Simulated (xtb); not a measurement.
C2H3I, SMILES C=CI. All values are semi-empirical tight-binding results from xtb (GFN2-xTB unless named), good for trends rather than for accurate numbers. Geometry optimised at GFN2-xTB.

Optimised geometry:

```xyz
6

C      0.3318    -2.4408     0.0000
C     -0.5341    -1.4523     0.0000
I      0.0269     0.5791     0.0000
H      1.3969    -2.2840     0.0000
H     -0.0073    -3.4639     0.0000
H     -1.6020    -1.5882     0.0000
```
Charge 0, spin multiplicity 1.

```yaml
point_group_as_xtb_finds_it: Cs
orbital_gap: 4.42 eV
zero_point_energy: 25.6 kcal/mol
G − E(el) at 298.15 K (modified RRHO): 8.3 kcal/mol
static polarisability (D4 model): 58.2 bohr³
solvation energy, GFN2-xTB/ALPB(water): -2.2 kcal/mol
solvation energy, GFN2-xTB/ALPB(octanol): -4.3 kcal/mol
```

Give the atomic charges and the Wiberg bond orders between heavy atoms. (An estimate is asked for; the answer gives what the named calculation found.)

charges (e) C1 -0.08, C2 0.02, I3 -0.12, H4 0.07, H5 0.06, H6 0.06. Bond orders C1–C2 1.99, C2–I3 1.00.
